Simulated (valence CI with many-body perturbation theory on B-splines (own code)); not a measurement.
**Nd⁵²⁺: calculated level list**

Method: valence CI with perturbative core correlation (CI+MBPT): six valence electrons over a frozen Dirac-Fock core [He], a basis of 9 s, 9 p, 8 d, 6 f, 3 g, 1 h functions for each j, with the one-electron correlation potential Σ1, the two-electron term Σ2, the three-electron term Σ3, Breit, model QED; selected CI, second order for the rest, scaled by the run's own slope (own B-spline code, finite nucleus).

No measured spectrum was set against this ion. As an estimate, large intervals hold to a few tenths of a per cent, small ones and those within an open d or f shell to about a per cent. Among the levels kept, up to 2400 cm⁻¹ of a level comes from second order outside the variational space, and about a tenth of that is noise between levels of different J, which matters for small intervals.

Levels 1 to 45 of 66, with energies above the lowest level, (2s^2 2p1/2^2 2p3/2^2) J=2. "Leading %" is the weight of the configuration and term that name the level; weights of strongly mixed levels are sums over their largest components and can fall short, and the name can then belong to a minority configuration. In the jj column 3d3/2^4 stands for four electrons in 3d with j = 3/2. Lifetimes count E1, E2, E3, M1 and M2 decay at the calculated energies, and are blank where another channel may lead or the interval is too uncertain; long ones can be off by a factor of two.

| No. | Configuration | Term | J | E (eV) | Leading % | g | Lifetime | Leading jj |
| --- | --- | --- | --- | --- | --- | --- | --- | --- |
| 1 | 2s²2p⁴ | ³P | 2 | 0.0 | 69 | 1.325 |  | 2s^2 2p1/2^2 2p3/2^2 (100 %) |
| 2 | 2s²2p⁴ | ¹S | 0 | 44.5 | 63 |  | 23.0 ms | 2s^2 2p1/2^2 2p3/2^2 (100 %) |
| 3 | 2s²2p⁴ | ³P | 1 | 537.4 | 100 | 1.481 | 607 ps | 2s^2 2p1/2 2p3/2^3 (100 %) |
| 4 | 2s²2p⁴ | ¹D | 2 | 555.0 | 69 | 1.129 | 1.32 ns | 2s^2 2p1/2 2p3/2^3 (100 %) |
| 5 | 2s2p⁵ | ³P° | 2 | 837.5 | 100 | 1.477 | 590 fs | 2s 2p1/2^2 2p3/2^3 (100 %) |
| 6 | 2s2p⁵ | ¹P° | 1 | 899.6 | 58 | 1.188 | 236 fs | 2s 2p1/2^2 2p3/2^3 (99 %) |
| 7 | 2s²2p⁴ | ³P | 0 | 1108.9 | 63 |  | 228 ps | 2s^2 2p3/2^4 (99 %) |
| 8 | 2s2p⁵ | ³P° | 0 | 1383.8 | 100 |  | 308 fs | 2s 2p1/2 2p3/2^4 (100 %) |
| 9 | 2s2p⁵ | ³P° | 1 | 1417.4 | 58 | 1.262 | 260 fs | 2s 2p1/2 2p3/2^4 (99 %) |
| 10 | 2p⁶ | ¹S | 0 | 1770.2 | 99 |  | 147 fs | 2p1/2^2 2p3/2^4 (99 %) |
| 11 | 2s²2p³3s | ³P° | 2 | 5583.1 | 47 | 1.507 | 24.8 fs | 2s^2 2p1/2^2 2p3/2 3s (100 %) |
| 12 | 2s²2p³3s | ¹P° | 1 | 5590.3 | 31 | 1.169 | 10.3 fs | 2s^2 2p1/2^2 2p3/2 3s (100 %) |
| 13 | 2s²2p³3p | ³P | 1 | 5671.8 | 31 | 1.493 | 2.25 ps | 2s^2 2p1/2^2 2p3/2 3p1/2 (100 %) |
| 14 | 2s²2p³3p | ³D | 2 | 5673.6 | 25 | 1.180 | 1.49 ps | 2s^2 2p1/2^2 2p3/2 3p1/2 (100 %) |
| 15 | 2s²2p³3p | ³D | 3 | 5825.2 | 49 | 1.335 | 1.78 ps | 2s^2 2p1/2^2 2p3/2 3p3/2 (100 %) |
| 16 | 2s²2p³3p | ³P | 1 | 5825.4 | 35 | 1.359 | 1.63 ps | 2s^2 2p1/2^2 2p3/2 3p3/2 (100 %) |
| 17 | 2s²2p³3p | ³P | 2 | 5847.0 | 43 | 1.320 | 1.88 ps | 2s^2 2p1/2^2 2p3/2 3p3/2 (99 %) |
| 18 | 2s²2p³3p | ³P | 0 | 5866.7 | 72 |  | 632 fs | 2s^2 2p1/2^2 2p3/2 3p3/2 (99 %) |
| 19 | 2s²2p³3d | ³D° | 2 | 5919.3 | 33 | 1.032 | 25.1 fs | 2s^2 2p1/2^2 2p3/2 3d3/2 (98 %) |
| 20 | 2s²2p³3d | ³F° | 3 | 5925.7 | 27 | 1.101 | 457 fs | 2s^2 2p1/2^2 2p3/2 3d3/2 (96 %) |
| 21 | 2s²2p³3d | ³D° | 1 | 5928.4 | 33 | 1.107 | 6.37 fs | 2s^2 2p1/2^2 2p3/2 3d3/2 (99 %) |
| 22 | 2s²2p³3d | ³P° | 0 | 5930.1 | 62 |  | 3.27 ps | 2s^2 2p1/2^2 2p3/2 3d3/2 (100 %) |
| 23 | 2s²2p³3d | ³F° | 4 | 5961.3 | 50 | 1.249 | 20.4 ps | 2s^2 2p1/2^2 2p3/2 3d5/2 (100 %) |
| 24 | 2s²2p³3d | ³D° | 2 | 5970.2 | 34 | 1.242 | 2.40 fs | 2s^2 2p1/2^2 2p3/2 3d5/2 (98 %) |
| 25 | 2s²2p³3d | ³D° | 3 | 5983.4 | 46 | 1.196 | 1.09 fs | 2s^2 2p1/2^2 2p3/2 3d5/2 (96 %) |
| 26 | 2s²2p³3d | ³D° | 1 | 5992.0 | 35 | 1.046 | 1.63 fs | 2s^2 2p1/2^2 2p3/2 3d5/2 (99 %) |
| 27 | 2s²2p³3s | ⁵S° | 2 | 6105.2 | 54 | 1.583 | 42.5 fs | 2s^2 2p1/2 2p3/2^2 3s (99 %) |
| 28 | 2s²2p³3s | ³S° | 1 | 6114.4 | 55 | 1.306 | 9.36 fs | 2s^2 2p1/2 2p3/2^2 3s (100 %) |
| 29 | 2s²2p³3s | ³D° | 3 | 6128.0 | 100 | 1.311 | 38.8 fs | 2s^2 2p1/2 2p3/2^2 3s (100 %) |
| 30 | 2s²2p³3s | ¹D° | 2 | 6134.2 | 66 | 1.034 | 10.5 fs | 2s^2 2p1/2 2p3/2^2 3s (100 %) |
| 31 | 2s²2p³3s | ³P° | 0 | 6165.1 | 99 |  | 22.9 fs | 2s^2 2p1/2 2p3/2^2 3s (99 %) |
| 32 | 2s²2p³3s | ³P° | 1 | 6168.1 | 66 | 1.312 | 17.0 fs | 2s^2 2p1/2 2p3/2^2 3s (100 %) |
| 33 | 2s²2p³3p | ⁵P | 1 | 6192.1 | 46 | 1.644 | 4.25 ps | 2s^2 2p1/2 2p3/2^2 3p1/2 (100 %) |
| 34 | 2s²2p³3p | ³F | 2 | 6199.6 | 34 | 1.208 | 2.63 ps | 2s^2 2p1/2 2p3/2^2 3p1/2 (100 %) |
| 35 | 2s²2p³3p | ³F | 3 | 6215.8 | 44 | 1.094 | 1.88 ps | 2s^2 2p1/2 2p3/2^2 3p1/2 (100 %) |
| 36 | 2s²2p³3p | ³P | 2 | 6243.2 | 52 | 1.313 | 819 fs | 2s^2 2p1/2 2p3/2^2 3p1/2 (99 %) |
| 37 | 2s²2p³3p | ³D | 1 | 6251.4 | 73 | 0.648 | 1.82 ps | 2s^2 2p1/2 2p3/2^2 3p1/2 (99 %) |
| 38 | 2s²2p³3p | ³P | 0 | 6286.0 | 64 |  | 877 fs | 2s^2 2p1/2 2p3/2^2 3p1/2 (98 %) |
| 39 | 2s²2p³3p | ⁵P | 3 | 6338.1 | 36 | 1.439 | 229 fs | 2s^2 2p1/2 2p3/2^2 3p3/2 (70 %) |
| 40 | 2s²2p³3p | ³P | 2 | 6345.7 | 38 | 1.421 | 188 fs | 2s^2 2p1/2 2p3/2^2 3p3/2 (93 %) |
| 41 | 2s²2p³3p | ³P | 0 | 6348.9 | 100 |  | 1.54 ps | 2s^2 2p1/2 2p3/2^2 3p3/2 (98 %) |
| 42 | 2s²2p³3p | ¹F | 3 | 6361.4 | 34 | 1.311 | 245 fs | 2s^2 2p1/2 2p3/2^2 3p3/2 (72 %) |
| 43 | 2s²2p³3p | ¹P | 1 | 6362.1 | 48 | 0.983 | 1.09 ps | 2s^2 2p1/2 2p3/2^2 3p3/2 (98 %) |
| 44 | 2s²2p³3p | ³F | 4 | 6369.2 | 100 | 1.232 | 1.43 ps | 2s^2 2p1/2 2p3/2^2 3p3/2 (100 %) |
| 45 | 2s²2p³3p | ³D | 3 | 6377.2 | 42 | 1.402 | 165 fs | 2s^2 2p1/2 2p3/2^2 3p3/2 (57 %) |

The ionisation energy to 2s²2p³ ²P°3/2 of the next ion comes out as 10289 eV (NIST: 10288 ± 4 eV (theoretical)). All 66 levels together are meant to be complete up to 6492.9 eV.
